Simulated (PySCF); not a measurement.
ZnCl₂, SMILES [Cl][Zn][Cl].

The structure is a stationary point at PBE0-D3(BJ)/def2-TZVP. The isomer is the one that the SMILES or the coordinates give; other isomers of the formula were not compared.

The numbers are results of PBE0-D3(BJ)/def2-TZVP in PySCF 2.14.0, not measurements.

Frequencies are harmonic and unscaled.

Modes within 1.5 cm⁻¹ of each other (mostly degenerate sets) share a row, with their intensities summed.

```
mode  ν (cm⁻¹)  IR (km/mol)  moving atoms (share of kinetic energy)
----  --------  -----------  --------------------------------------
1–2        105         26.0                        Zn 52 %, Cl 48 %
3          355          0.0                                Cl 100 %
4          509         78.8                        Zn 52 %, Cl 48 %
```
